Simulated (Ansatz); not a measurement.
Input file for C$_{3}$H$_{8}$Sn, SMILES `C=C[CH2][SnH3]`:

```yaml
crystal:
  periodic: [false, false, false]
  atoms:
    - {symbol: C, position_ang: [-0.307454, 2.071276, -0.123933]}
    - {symbol: C, position_ang: [-0.369888, 0.952460, 0.590785]}
    - {symbol: C, position_ang: [0.654794, -0.116336, 0.612008]}
    - {symbol: Sn, position_ang: [0.003122, -1.810965, -0.566719]}
    - {symbol: H, position_ang: [0.550121, 2.297939, -0.750202]}
    - {symbol: H, position_ang: [-1.111564, 2.796851, -0.106551]}
    - {symbol: H, position_ang: [-1.256051, 0.774970, 1.198420]}
    - {symbol: H, position_ang: [0.834075, -0.489458, 1.622904]}
    - {symbol: H, position_ang: [1.605019, 0.221950, 0.194068]}
    - {symbol: H, position_ang: [-0.082772, -1.335745, -2.203985]}
    - {symbol: H, position_ang: [-1.543335, -2.305566, -0.033905]}
    - {symbol: H, position_ang: [1.100934, -3.112476, -0.398989]}
basis:
  gaussian: {orbitals: def2-SVP}
correlation: {method: ccsd_t}
```

```sh
$ ansatz run in.yaml --threads 4 --pin off --events-out ev --progress --plain
```

The program prints (abridged):

```
Functional definition: HF
1192 factors; integrals over basis functions are off by at most 1.4e-3 eV
mean field evaluation 1: about -9017.0481 eV, gradient 2.7e1 eV
mean field evaluation 2: about -9017.0587 eV, gradient 2.7e1 eV
mean field evaluation 4: about -9019.5648 eV, gradient 2.9e0 eV
mean field evaluation 8: about -9019.5980 eV, gradient 2.2e-4 eV
mean field -9019.59795918 eV, -331.4641112968 hartree, gradient 2.3e-6 eV, S^2 0.000000; 0 other end points of the search recorded, 0 dependent functions left out
7 core orbitals not correlated: weight in the atoms' cores, before any rotation towards them, 1.000 or more for the frozen orbitals, at most 0.000 for the correlated occupied ones
reference -9019.59795918 eV, -331.4641112968 hartree; 17, 17 occupied and 84, 84 virtual orbitals, 1192 factors
second order -14.53364193 eV of doubles, -0.00000000 eV of singles
cycle   1  -15.50953415 eV  change   -9.8e-1 eV  update   9.3e-2
cycle   2  -16.02968760 eV  change   -5.2e-1 eV  update   3.1e-2
cycle   3  -16.10694800 eV  change   -7.7e-2 eV  update   1.1e-2
cycle   4  -16.10699201 eV  change   -4.4e-5 eV  update   3.5e-3
cycle   5  -16.10706568 eV  change   -7.4e-5 eV  update   1.0e-3
cycle   6  -16.10699306 eV  change    7.3e-5 eV  update   3.5e-4
cycle   7  -16.10700385 eV  change   -1.1e-5 eV  update   1.0e-4
cycle   8  -16.10703350 eV  change   -3.0e-5 eV  update   4.3e-5
cycle   9  -16.10703230 eV  change    1.2e-6 eV  update   1.4e-5
perturbative correction -0.53521966 eV, -0.0196689598 hartree
Total energy: -9036.24021114 eV, -332.0757027759 hartree
```

Run time 4.6 s (4 threads of a server CPU on a shared host); peak host memory 0.61 GiB.

The correlation energy is -16.642 eV, 3.2 % of it from (T); the T1 diagnostic reads 0.0095.
